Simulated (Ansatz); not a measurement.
C2H9GaSi. Total charge 0; spin multiplicity 1. The bonds changed during the relaxation, so this is another structure than the one it started from. Geometry: relaxed with PBE0-D4/def2-TZVP. It is one conformer, not always the lowest.

```xyz
13

C    -1.432   -1.117    0.307
Si   -1.320    0.658   -0.254
Ga    1.745    2.015   -0.580
C     2.209    0.113    0.039
H    -1.936   -1.728   -0.445
H    -0.435   -1.531    0.474
H    -1.996   -1.192    1.239
H    -0.617    1.503    0.757
H    -2.664    1.248   -0.489
H    -0.536    0.778   -1.519
H     1.805   -0.128    1.028
H     3.302    0.040    0.106
H     1.874   -0.659   -0.663
```

(1) What is the dipole moment at B3LYP/def2-TZVPP? (Best estimate.)

(2) And with PBE, r2SCAN, ωB97M-V? (Best estimate.)

(3) Give the Mulliken charges with B3LYP, PBE, ωB97M-V in def2-TZVPP. (Estimate.)

Answers

(1) The calculation gave: 1.56 D, with components (-0.80, -1.28, 0.38) D in this frame, pointing from negative to positive charge.

(2) Computed: PBE 1.69 D, r2SCAN 1.80 D, ωB97M-V 1.60 D.

(3) The calculation gave: 
| atom | B3LYP | PBE | ωB97M-V |
| --- | --- | --- | --- |
| C1 | -0.37 | -0.36 | -0.43 |
| Si2 | 0.27 | 0.19 | 0.15 |
| Ga3 | 0.19 | 0.15 | 0.20 |
| C4 | -0.47 | -0.45 | -0.58 |
| H5 | 0.11 | 0.11 | 0.12 |
| H6 | 0.12 | 0.11 | 0.13 |
| H7 | 0.11 | 0.11 | 0.12 |
| H8 | -0.06 | -0.04 | -0.01 |
| H9 | -0.07 | -0.05 | -0.02 |
| H10 | -0.06 | -0.04 | -0.01 |
| H11 | 0.08 | 0.08 | 0.11 |
| H12 | 0.08 | 0.09 | 0.11 |
| H13 | 0.08 | 0.08 | 0.11 |

B3LYP here is the variant with VWN-RPA as its local correlation; programs differ in this.
